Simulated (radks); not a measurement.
The nuclear charge of the rhodium ion Rh+ is varied continuously with 44 electrons held in [Kr] 4d8. Calculated with a radial shooting solver on a logarithmic mesh with Libxc functionals: Dirac Kohn-Sham, PBE, spin-unpolarised, spherical densities, finite nucleus; open shells are shared between the two j in proportion to 2j + 1; Fermi nuclear charge, rms radius 4.4945 fm. By the Hellmann-Feynman theorem dE/dZ = E(electron-nucleus)/Z, the electronic potential at the nucleus (averaged over a nucleus of fixed radius).

[
 {"Z": "44.5", "E (hartree)": "-4657.08428", "E(electron-nucleus)/Z (hartree)": "-253.192", "HOMO": "4d5/2", "e(HOMO) (eV)": "-7.753", "<r> HOMO (bohr)": "1.675"},
 {"Z": "44.6", "E (hartree)": "-4682.44296", "E(electron-nucleus)/Z (hartree)": "-253.982", "HOMO": "4d5/2", "e(HOMO) (eV)": "-8.816", "<r> HOMO (bohr)": "1.648"},
 {"Z": "44.7", "E (hartree)": "-4707.88059", "E(electron-nucleus)/Z (hartree)": "-254.771", "HOMO": "4d5/2", "e(HOMO) (eV)": "-9.916", "<r> HOMO (bohr)": "1.623"},
 {"Z": "44.8", "E (hartree)": "-4733.39713", "E(electron-nucleus)/Z (hartree)": "-255.560", "HOMO": "4d5/2", "e(HOMO) (eV)": "-11.052", "<r> HOMO (bohr)": "1.599"},
 {"Z": "44.9", "E (hartree)": "-4758.99257", "E(electron-nucleus)/Z (hartree)": "-256.349", "HOMO": "4d5/2", "e(HOMO) (eV)": "-12.221", "<r> HOMO (bohr)": "1.576"},
 {"Z": "45", "E (hartree)": "-4784.66687", "E(electron-nucleus)/Z (hartree)": "-257.137", "HOMO": "4d5/2", "e(HOMO) (eV)": "-13.424", "<r> HOMO (bohr)": "1.554"},
 {"Z": "45.1", "E (hartree)": "-4810.42002", "E(electron-nucleus)/Z (hartree)": "-257.926", "HOMO": "4d5/2", "e(HOMO) (eV)": "-14.659", "<r> HOMO (bohr)": "1.534"},
 {"Z": "45.2", "E (hartree)": "-4836.25200", "E(electron-nucleus)/Z (hartree)": "-258.714", "HOMO": "4d5/2", "e(HOMO) (eV)": "-15.926", "<r> HOMO (bohr)": "1.514"},
 {"Z": "45.3", "E (hartree)": "-4862.16280", "E(electron-nucleus)/Z (hartree)": "-259.502", "HOMO": "4d5/2", "e(HOMO) (eV)": "-17.223", "<r> HOMO (bohr)": "1.495"},
 {"Z": "45.4", "E (hartree)": "-4888.15241", "E(electron-nucleus)/Z (hartree)": "-260.290", "HOMO": "4d5/2", "e(HOMO) (eV)": "-18.550", "<r> HOMO (bohr)": "1.476"},
 {"Z": "45.5", "E (hartree)": "-4914.22082", "E(electron-nucleus)/Z (hartree)": "-261.078", "HOMO": "4d5/2", "e(HOMO) (eV)": "-19.907", "<r> HOMO (bohr)": "1.459"},
 {"Z": "45.6", "E (hartree)": "-4940.36803", "E(electron-nucleus)/Z (hartree)": "-261.866", "HOMO": "4d5/2", "e(HOMO) (eV)": "-21.292", "<r> HOMO (bohr)": "1.442"},
 {"Z": "45.7", "E (hartree)": "-4966.59403", "E(electron-nucleus)/Z (hartree)": "-262.654", "HOMO": "4d5/2", "e(HOMO) (eV)": "-22.706", "<r> HOMO (bohr)": "1.426"},
 {"Z": "45.8", "E (hartree)": "-4992.89883", "E(electron-nucleus)/Z (hartree)": "-263.442", "HOMO": "4d5/2", "e(HOMO) (eV)": "-24.147", "<r> HOMO (bohr)": "1.410"},
 {"Z": "45.9", "E (hartree)": "-5019.28244", "E(electron-nucleus)/Z (hartree)": "-264.230", "HOMO": "4d5/2", "e(HOMO) (eV)": "-25.616", "<r> HOMO (bohr)": "1.395"},
 {"Z": "46", "E (hartree)": "-5045.74484", "E(electron-nucleus)/Z (hartree)": "-265.018", "HOMO": "4d5/2", "e(HOMO) (eV)": "-27.112", "<r> HOMO (bohr)": "1.380"}
]

The central difference of E at Z = 45 is -257.137 hartree, to compare with the third column; the second derivative is -7.88 hartree.
